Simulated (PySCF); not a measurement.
## Electron correlation in As (arsenic, neutral)

[Ar] 3d10 4s1 4p4, high-spin 4P determinant (an excited configuration). All numbers are calculated (PySCF 2.14, the spin-free X2C one-electron Hamiltonian (Gaussian nucleus), in aug-cc-pVQZ-DK (8s7p5d3f2g, 93 functions)). Frozen: [Ar] 3d10; 5 electrons correlated.

MP2 pair energies summed by pair of shells (mhartree):

```tsv
pair	energy	share (%)
4p-4p	-62.21	85.3
4s-4p	-10.70	14.7
```

Total MP2 correlation energy: -72.91 mhartree.

Same-spin part -20.10 and opposite-spin part -52.81 mhartree; SCS-MP2 scales them by 1/3 and 6/5 to -70.07 mhartree.
